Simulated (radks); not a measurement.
Task: The mean radii <r> (bohr) of the occupied orbitals of an atom or ion are listed with their occupations. Method: scalar-relativistic Kohn-Sham, B86b exchange with PBE correlation, spin-polarised, spherical densities, finite nucleus; Fermi nuclear charge, rms radius of each element as measured or else 0.836 A^(1/3) + 0.57 fm; computed with a radial shooting solver on a logarithmic mesh with Libxc functionals.

orbital  occ.     <r>
1s down     1  0.1112
1s up       1  0.1112
2s up       1  0.5652
2s down     1  0.5644
2p up       3  0.5327
2p down     3  0.5314
3d up       1   2.413

Name the element and its charge. Open shells, if any, are filled with parallel spins first.

Result: Z = 14, silicon, charge +3: Si3+ in [Ne] 3d1. The 1s radius gives Z: for a bare nucleus <r> = (2 gamma + 1)/(2Z) with gamma = sqrt(1 - (Z/c)^2), 0.1068 bohr for Z = 14, and screening makes it slightly larger (0.1112 here). The occupations add up to 11, and the charge is Z minus that.
